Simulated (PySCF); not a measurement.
**Electric field gradients and quadrupole coupling constants**

Compound: C7H11N3.
Cartesian coordinates in Å at the PBE0-D3(BJ)/def2-SVP level; atoms count from 1:
```xyz
21
C7H11N3 angstrom
C      3.4315   -0.3410   -1.1555
C      2.1549   -0.4968   -0.7869
C      1.3162    0.5685   -0.2592
N      1.7594    1.8487   -0.0772
N      0.8128    2.5729    0.3987
N     -0.2583    1.7890    0.5344
C     -0.0118    0.5149    0.1433
C     -1.0287   -0.5806    0.1645
C     -2.1347   -0.3348   -0.8646
C     -1.5969   -0.7998    1.5674
H      4.0138   -1.1785   -1.5446
H      3.9171    0.6346   -1.0723
H      1.6810   -1.4801   -0.8753
H     -1.1151    2.1807    0.9049
H     -0.4926   -1.4974   -0.1288
H     -2.7192    0.5654   -0.6135
H     -2.8330   -1.1849   -0.8959
H     -1.7169   -0.1929   -1.8717
H     -2.1670    0.0786    1.9123
H     -0.7975   -0.9904    2.2979
H     -2.2853   -1.6582    1.5769
```

Field gradients from the PBE0/pcSseg-1 density (PySCF, non-relativistic), principal values in atomic units, ordered |Vxx| ≤ |Vyy| ≤ |Vzz|:

| atom | Vxx | Vyy | Vzz |
| --- | --- | --- | --- |
| N4 | 0.4907 | 0.5849 | -1.0756 |
| N5 | 0.2006 | 0.8347 | -1.0353 |
| N6 | 0.1987 | 0.4468 | -0.6455 |

Task: Find the asymmetry η = (Vxx − Vyy)/Vzz and the couplings χ = eQV/h (234.96 MHz × Q in barn × V in au), with Q(14N) = 0.02044 b.

Result: 
```tsv
atom	environment	nucleus	η	χzz (MHz)	χxx (MHz)	χyy (MHz)
N4	pyridine-type nitrogen	14N	0.09	-5.17	2.36	2.81
N5	pyridine-type nitrogen	14N	0.61	-4.972	0.963	4.009
N6	pyrrole-type nitrogen	14N	0.38	-3.100	0.954	2.146
```

The tensor is traceless: Vxx + Vyy + Vzz = 0.

Task: What is Vzz at N5 in SI units (1 au = 9.71736 × 10²¹ V/m²)?

Result: -1.0353 au = -10.060 × 10²¹ V/m².

Task: And the gradient at the other heavy atoms, for which no coupling is worked out here?

Result: 
```csv
atom,environment,Vzz (au),η
C1,terminal =CH2 carbon,0.314,0.30
C2,alkene CH carbon,0.267,0.70
C3,substituted aromatic carbon,-0.145,0.70
C7,substituted aromatic carbon,-0.257,0.02
C8,benzylic-type carbon,0.089,0.83
C9,methyl carbon,0.072,0.38
C10,methyl carbon,0.068,0.49
```

Task: What couplings would deuterons (Q(2H) = 0.00286 b) have in place of the hydrogens, at this geometry?

Result: 
```csv
atom,bonded to,bond length (Å),Vzz (au),η,χzz (kHz)
H11,C1,1.092,0.3094,0.05,208
H12,C1,1.093,0.3020,0.04,203
H13,C2,1.095,0.3010,0.08,202
H14,N6,1.012,0.3883,0.15,261
H15,C8,1.102,0.2810,0.03,189
H16,C9,1.102,0.2896,0.04,195
H17,C9,1.101,0.2912,0.03,196
H18,C9,1.100,0.2910,0.03,196
H19,C10,1.103,0.2897,0.04,195
H20,C10,1.100,0.2910,0.02,196
H21,C10,1.100,0.2913,0.03,196
```

Isolated species at its PBE0-D3(BJ)/def2-SVP geometry (one conformer only). These gradients aren't converged with respect to the basis.

These values come from a run that also computed NMR shieldings. The run took 58 s wall (with the writing of density and orbital grids) on one thread, Arm Neoverse V1 (aarch64), shared host with 64 logical CPUs at a one-minute load of 41, and the process peaked at 1.1 GiB of memory.
